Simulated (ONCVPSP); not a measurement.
**Pseudopotentials across the periodic table**

Generated with ld1.x 7.5 (TM, RRKJ, ultrasoft, PAW), atompaw 4.2 or ONCVPSP 4.0.1. The cutoff is in Ry: for ld1.x and atompaw files where the sum of valence levels is converged to 10 mRy in a Bessel basis, for ONCV files where the hardest occupied wave has 1 mHa per electron of residual kinetic energy. The error is the largest all-electron minus pseudo excitation energy over each file’s own four to seven test configurations (ionisations up to +4, promotions, holes and added fractions of an electron), all of which were solved. The labels leave out finer settings (local radius, basis sizes, second energies), which also bear on the numbers. Spin-polarised tests are not counted. The rows are a selection from randomly drawn settings: files with unsolved tests, undetermined cutoffs or missed reference levels are left out.

| element | potential | cutoff (Ry) | largest error (meV) | bound ghosts |
| --- | --- | --- | --- | --- |
| Si | ONCV, LDA (Perdew-Zunger), scalar-relativistic, rc 0.95/0.95/0.75 (spd), local smoothed, core correction yes, reference 2s2 2p6 3s2 3p2, qcut 10.8/14.5/15.1, projectors 3/2/2 | 171 | +2.7 | none |
| Zn | ONCV, Wu-Cohen, scalar-relativistic, rc 0.90/0.80/1.05 (spd), local smoothed, core correction yes, reference 3s2 3p6 3d10 4s1, qcut 15.8/14.5/13.7, projectors 3/2/2 | 181 | -1.7 | none |
| Zr | ONCV, PBE, scalar-relativistic, rc 2.75/2.75/2.75 (spd), local s, core correction no, reference 4d2.5 5s1.5, qcut 2/3.2/6.2, projectors 0/1/2 | 22 | +145 | none |
| Sb | ONCV, PBEsol, scalar-relativistic, rc 1.80/1.70 (sp), local smoothed, core correction no, reference 5s2 5p3, qcut 3.2/3.9, projectors 2/2 | 85 | -80 | none |
| Pb | ONCV, PBE, fully relativistic, rc 2.10/2.40 (sp), local smoothed, core correction yes, reference 6s2 6p1, qcut 2.5/3.1, projectors 2/3 | 37 | +36 | none |

Q: Fill in the row for Se: ONCV, PBE, fully relativistic, rc 0.75/0.90/0.80/0.85 (spdf), local smoothed, core correction no, reference 3s2 3p6 3d10 4s2 4p4, qcut 12.6/13.1/20.4/14.1, projectors 2/2/2/1.

A: cutoff 363 Ry, largest error +55 meV, bound ghosts: none.

Q: Fill in the row for Al: ONCV, PBE, scalar-relativistic, rc 1.85/2.45 (sp), local smoothed, core correction yes, reference 3s2 3p1, qcut 2.7/3.9, projectors 3/2.

A: cutoff 20 Ry, largest error -20 meV, bound ghosts: none.

Q: Fill in the row for B: ONCV, LDA (Perdew-Zunger), scalar-relativistic, rc 1.60/2.85/2.80 (spd), local s, core correction yes, reference 2s2 2p1, qcut 3.9/4.2/2.8, projectors 0/2/2.

A: cutoff 36 Ry, largest error +291 meV, bound ghosts: none.
